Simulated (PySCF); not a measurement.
**Working out the ionisation energy of O²⁺**

O²⁺ [He] 2s2 2p2 (3P) → O³⁺ [He] 2s2 2p1 (2P). All numbers are calculated (PySCF 2.14, the spin-free X2C one-electron Hamiltonian (Gaussian nucleus), in ANO-RCC-VTZP). Frozen: nothing. Energies in hartree (1 hartree = 27.21139 eV):

| part | O²⁺ (lower) | O³⁺ (upper) |
| --- | --- | --- |
| UHF | -73.157423 | -71.151052 |
| MP2 opposite-spin | -0.063435 | -0.059144 |
| MP2 same-spin | -0.012854 | -0.003926 |

Question: What does Hartree-Fock give?

Answer: (-71.151052) − (-73.157423) = 2.006371 hartree = 54.596 eV.

Question: What do MP2 and SCS-MP2 (6/5 opposite-spin, 1/3 same-spin) give?

Answer: The opposite-spin parts differ by 0.117 eV and the same-spin parts by 0.243 eV. MP2: 54.596 + (0.117) + (0.243) = 54.956 eV. SCS-MP2: 54.596 + 1.2 × (0.117) + (0.243)/3 = 54.817 eV.

A first-order spin-orbit estimate adds -0.005 eV to MP2 (valence and next inner shell), giving 54.951 eV against 54.936 eV (semi-empirical (NIST evaluation); NIST Atomic Spectra Database, ionization energies).

What remains against the reference includes basis incompleteness and correlation beyond second order.
